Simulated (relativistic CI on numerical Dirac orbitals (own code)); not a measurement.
## La XVII: sensitivity of the levels to the model

Base calculation: Dirac-Coulomb-Breit CI, separate exchange-only KLI orbitals for each configuration, model QED, unscaled Slater integrals.

Configuration list (outside the closed core [Ar] 3d10): 4s²4p⁶4d⁵, 4s²4p⁵4d⁶, 4s²4p⁶4d⁴4f, 4s²4p⁶4d⁴5p, 4s²4p⁶4d³4f5s, 4p⁶4d⁷, 4p⁵4d⁸, 4s²4p⁶4d³5s², 4s²4p⁶4d²4f5s², 4s²4p⁶4d²5s²5p. Double excitations out of closed p, d and f shells are left out; levels of such configurations are missing from the list, as are those of other unlisted configurations, and high levels can miss mixing partners.

The lowest level and the first level of each name with at least 55 % of one term (blank where a level has no safe partner in the second run):

```tsv
Level	Base (cm⁻¹)	Shift (cm⁻¹)
4s²4p⁶4d⁵ ⁶S5/2	0	0
4s²4p⁶4d⁵ ⁴G7/2	56087	+19
4s²4p⁶4d⁵ ⁴G11/2	58460	+369
4s²4p⁶4d⁵ ⁴G9/2	61413	+370
4s²4p⁶4d⁵ ⁴P1/2	66832	+78
4s²4p⁶4d⁵ ⁴D7/2	75225	+457
4s²4p⁶4d⁵ ²I11/2	84952	+661
4s²4p⁶4d⁵ ⁴D1/2	86132	+626
4s²4p⁶4d⁵ ²I13/2	93226	+1061
4s²4p⁶4d⁵ ²D3/2	120260	+918
4s²4p⁶4d⁵ ²H11/2	130211	+1597
4s²4p⁶4d⁵ ²S1/2	132591	+510
4s²4p⁶4d⁵ ²P3/2	186324	+342
4s²4p⁶4d⁵ ²P1/2	197503	+875
4s²4p⁵4d⁶ ⁶F°11/2	759372	+2084
4s²4p⁵4d⁶ ⁶P°3/2	789999	+2235
4s²4p⁵4d⁶ ⁴H°13/2	808904	+2555
```

At this charge energies of transitions that change n are usually good to better than 1 %, and those within a shell (Δn = 0) to a few per cent. Terms inside the open d or f shell come out 10 to 20 % too wide with unscaled integrals.

(1) One thing was changed in a second run, which moved the levels as shown. Which?
A. QED terms removed
B. configuration mixing switched off
C. P86 correlation estimate
D. Breit term removed

## Answers

(1) D. Breit term removed. The Breit term mainly narrows fine-structure intervals, so removing it widens them.

LS names give the leading component of a level, which can be under half, so a name can repeat, a term be missing and a line seem to break the LS rules.
